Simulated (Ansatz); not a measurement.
C2H6FNSSi (`CN1C[Si]1(F)S`). Charge 0, multiplicity 1. Geometry: relaxed with PBE0-D4/def2-TZVP. It is one conformer, not always the lowest.

```xyz
12

C    -1.066   -0.070    1.393
N    -0.264   -0.097    0.216
C     1.106   -0.692    0.080
Si    0.185   -0.076   -1.367
F    -0.425   -1.080   -2.439
S     0.435    1.698   -2.477
H    -1.273   -1.081    1.767
H    -2.021    0.414    1.177
H    -0.575    0.492    2.197
H     1.910   -0.133    0.565
H     1.172   -1.765    0.280
H     0.818    2.389   -1.390
```

Task: What is the dipole moment at r2SCAN/def2-TZVPP? (Estimate.)

Result: Computed: 2.12 D, with components (0.18, 0.78, 1.97) D in this frame, pointing from negative to positive charge.

Task: And with PBE, B3LYP, ωB97M-V? (Estimate.)

Result: Computed: PBE 2.09 D, B3LYP 2.08 D, ωB97M-V 2.04 D.

Task: Give the Mulliken charges with r2SCAN, ωB97M-V, B3LYP in def2-TZVPP. (Best estimate.)

Result: Ansatz gave: 
| atom | r2SCAN | ωB97M-V | B3LYP |
| --- | --- | --- | --- |
| C1 | -0.03 | -0.21 | -0.14 |
| N2 | -0.31 | -0.28 | -0.28 |
| C3 | -0.17 | -0.28 | -0.21 |
| Si4 | 0.67 | 0.60 | 0.62 |
| F5 | -0.31 | -0.30 | -0.31 |
| S6 | -0.23 | -0.21 | -0.23 |
| H7 | 0.05 | 0.11 | 0.09 |
| H8 | 0.05 | 0.11 | 0.10 |
| H9 | 0.04 | 0.11 | 0.08 |
| H10 | 0.06 | 0.11 | 0.09 |
| H11 | 0.07 | 0.11 | 0.09 |
| H12 | 0.11 | 0.12 | 0.12 |

B3LYP here is the variant with VWN-RPA as its local correlation; programs differ in this.
